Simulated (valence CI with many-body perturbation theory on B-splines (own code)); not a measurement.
Forbidden lines of Sn X

Computed by relativistic CI+MBPT: five valence electrons over a frozen Dirac-Fock core [Kr], a basis of 7 s, 7 p, 8 d, 6 f, 4 g, 1 h functions for each j, with the one-electron correlation potential Σ1, the two-electron term Σ2, the three-electron term Σ3, Breit, model QED; selected CI, second order for the rest, scaled by the run's own slope (own B-spline code, finite nucleus).

No measured levels were compared; by estimate terms of the open shell hold to 2 to 4 % of their energy, and close levels can change places. Core correlation moves these levels by up to 8400 cm⁻¹, and in measured spectra 5 to 20 % of such shifts remained as error; rates that hang on mixing are uncertain with them. Among the levels kept, up to 550 cm⁻¹ of a level comes from second order outside the variational space, and about a tenth of that is noise between levels of different J, which matters for small intervals. The list stops below the first excitations out of the core. Only levels of the ground parity were solved; by the run's estimate the other parity begins above the list, which can be wrong where configurations are misplaced.

Lines 1 to 50 of 120 in falling wavelength, among levels below 404010 cm⁻¹, chosen from the decays that carry over 1 % of a level's rate. Wavelengths and rates use the calculated energies, so an error of 2000 cm⁻¹ moves a line at 3307 nm by 66 % and its rate by three times that or more. Electric multipoles are in the length gauge, E1 and E2 with the static RPA response of the core. Weak lines are less certain than strong ones. Lines between different terms over intervals too small for the method are left out, as are lines whose strength nearly cancels. Where a level lies close to another of its J and parity, the split of strength between their lines is uncertain. Intervals below about 2000 cm⁻¹, as at the head of this list, are uncertain by tens of per cent. Branching is blank where the lifetime is uncertain.

Names give the largest LS component (configuration and term), which can be under half, so a name can repeat, a term be missing and a line seem to break the LS rules; names also repeat where a configuration has a term twice. Letters in brackets count levels of one name in rising energy.

```tsv
λ vac (nm)	Upper	Lower	Type	A (s⁻¹)	Branch %
16380	4d⁵ ⁴G_9/2	4d⁵ ⁴G_11/2	M1	7.38e-03	8.0
14740	4d⁵ ⁴G_11/2	4d⁵ ⁴G_7/2	E2	1.80e-11	
7760	4d⁵ ⁴G_9/2	4d⁵ ⁴G_7/2	M1	8.50e-02	91.9
3514	4d⁵ ⁴G_7/2	4d⁵ ⁴G_5/2	M1	6.83e-01	78.4
3367	4d⁵ ²I_13/2	4d⁵ ²I_11/2	M1	2.74e-01	23.2
3307	4d⁵ ⁴P_1/2	4d⁵ ⁴D_3/2	M1	1.52e+00	99.9
2839	4d⁵ ²F_7/2 [b]	4d⁵ ²F_5/2 [b]	M1	5.13e-01	1.4
2326	4d⁵ ⁴D_5/2 [b]	4d⁵ ⁴D_7/2	M1	1.04e+00	1.7
2157	4d⁵ ⁴F_5/2	4d⁵ ⁴F_3/2	M1	1.01e+00	2.3
2120	4d⁵ ⁴D_5/2 [a]	4d⁵ ⁴G_5/2	M1	3.44e+00	6.2
1993	4d⁵ ²D_3/2 [a]	4d⁵ ⁴F_5/2	M1	3.15e+00	6.5
1928	4d⁵ ⁴F_5/2	4d⁵ ⁴F_7/2	M1	3.59e+00	8.1
1719	4d⁵ ⁴D_3/2	4d⁵ ⁴G_5/2	M1	1.89e+00	3.5
1541	4d⁵ ⁴D_7/2	4d⁵ ⁴D_5/2 [a]	M1	3.63e+00	36.4
1478	4d⁵ ⁴D_1/2	4d⁵ ⁴P_1/2	M1	1.04e+01	69.9
1414	4d⁵ ⁴D_7/2	4d⁵ ⁴G_9/2	M1	1.28e+00	12.9
1379	4d⁵ ²H_11/2	4d⁵ ²H_9/2	M1	1.99e+00	1.8
1373	4d⁵ ²H_9/2	4d⁵ ⁴F_9/2	M1	4.68e+00	7.1
1266	4d⁵ ²G_9/2 [a]	4d⁵ ²G_7/2 [a]	M1	3.10e+00	7.6
1262	4d⁵ ²H_9/2	4d⁵ ⁴F_7/2	M1	1.25e+00	1.9
1196	4d⁵ ⁴D_7/2	4d⁵ ⁴G_7/2	M1	2.65e+00	26.6
1186	4d⁵ ²G_7/2 [a]	4d⁵ ²F_5/2 [a]	M1	4.48e+00	8.6
1170	4d⁵ ²F_7/2 [b]	4d⁵ ²H_9/2	M1	2.32e+00	6.5
1126	4d⁵ ²G_9/2 [a]	4d⁵ ²H_9/2	M1	9.35e+00	22.9
1123	4d⁵ ²G_7/2 [a]	4d⁵ ⁴F_7/2	M1	3.42e+00	6.6
1099	4d⁵ ⁴F_7/2	4d⁵ ⁴D_5/2 [b]	M1	4.55e-01	4.6
1045	4d⁵ ²F_5/2 [a]	4d⁵ ⁴D_5/2 [b]	M1	2.23e+00	1.7
1036	4d⁵ ²D_3/2 [a]	4d⁵ ⁴F_3/2	M1	3.92e+00	8.1
1032	4d⁵ ⁴D_5/2 [b]	4d⁵ ⁴D_3/2	M1	2.15e+00	3.6
1021	4d⁵ ⁴D_1/2	4d⁵ ⁴D_3/2	M1	4.44e+00	29.9
906.4	4d⁵ ²F_7/2 [a]	4d⁵ ⁴F_9/2	M1	8.58e+00	11.9
892.9	4d⁵ ²F_7/2 [a]	4d⁵ ²F_5/2 [a]	M1	4.34e+00	6.0
892.3	4d⁵ ⁴D_7/2	4d⁵ ⁴G_5/2	M1	2.48e-01	2.5
886.1	4d⁵ ²F_7/2 [b]	4d⁵ ⁴F_5/2	M1	5.68e+00	15.9
863.6	4d⁵ ⁴P_3/2	4d⁵ ⁴D_3/2	M1	1.07e+01	17.6
856.7	4d⁵ ²F_7/2 [a]	4d⁵ ⁴F_7/2	M1	1.88e+00	2.6
807.1	4d⁵ ⁴F_5/2	4d⁵ ⁴P_3/2	M1	1.99e+00	4.5
806.5	4d⁵ ²F_5/2 [b]	4d⁵ ⁴F_3/2	M1	1.04e+01	19.5
801.6	4d⁵ ²F_5/2 [b]	4d⁵ ²F_5/2 [a]	M1	6.11e+00	11.4
789.9	4d⁵ ⁴D_5/2 [b]	4d⁵ ⁴G_7/2	M1	4.44e+00	7.4
788.7	4d⁵ ⁴P_3/2	4d⁵ ⁴D_5/2 [a]	M1	1.83e+00	3.0
772.3	4d⁵ ²F_5/2 [b]	4d⁵ ⁴F_7/2	M1	1.01e+00	1.9
746.6	4d⁵ ⁴F_7/2	4d⁵ ⁴D_7/2	M1	3.55e-01	3.6
727.8	4d⁵ ²H_9/2	4d⁵ ²I_11/2	M1	2.53e+00	3.8
721.1	4d⁵ ²F_5/2 [a]	4d⁵ ⁴D_7/2	M1	4.66e+00	3.5
712.5	4d⁵ ⁴F_9/2	4d⁵ ⁴D_7/2	M1	4.20e+00	24.5
700.2	4d⁵ ⁴F_5/2	4d⁵ ⁴D_5/2 [b]	M1	1.30e+01	29.2
688.0	4d⁵ ²H_11/2	4d⁵ ⁴F_9/2	M1	4.01e+00	3.6
682.7	4d⁵ ²I_11/2	4d⁵ ⁴G_9/2	M1	2.46e+00	21.2
655.4	4d⁵ ²I_11/2	4d⁵ ⁴G_11/2	M1	9.12e+00	78.8
```
